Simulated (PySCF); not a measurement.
## Trend along the fifth-period p block: MF anions

PBE0 with triple-zeta basis sets in PySCF, for the lowest determinant that a PBE0 search found; no spin–orbit coupling. De refers to high-spin ground-configuration atoms (the charge goes to the atom of lower measured ionisation energy or higher electron affinity, which is not always the lowest computed limit). A positive dipole points towards F; it is taken about the centre of mass and depends on that origin.

```csv
M,basis,charged atom,state (unpaired electrons),Re (Å),ωe (cm⁻¹),De (eV),μ (D)
In,def2-TZVPPD,F−,doublet (π ↑),2.080,414,2.31,-1.39
Sn,def2-TZVPPD,F−,triplet (π ↑↑),2.041,451,2.85,-1.51
Sb,def2-TZVPPD,F−,doublet (π ↑),2.013,486,1.86,-1.32
```

The shortest bond is that of SbF⁻ (2.013 Å), the longest that of InF⁻ (2.080 Å). SnF⁻ is bound most strongly (2.85 eV) and SbF⁻ least (1.86 eV).

The state changes along the series, so neighbouring rows are not always alike in their bonding.

These are scalar-relativistic numbers at best; spin–orbit coupling would shift them, the dissociation energy most. For an ion De counts to the pair picked by the measured ionisation energies or electron affinities, which need not be the lowest pair at this level. The highest Kohn–Sham level is positive in some of these anions. Much of that is self-interaction error, but it also means that the finite basis helps to hold the extra electron. States were picked by a PBE0 search and need not be the measured ground states.
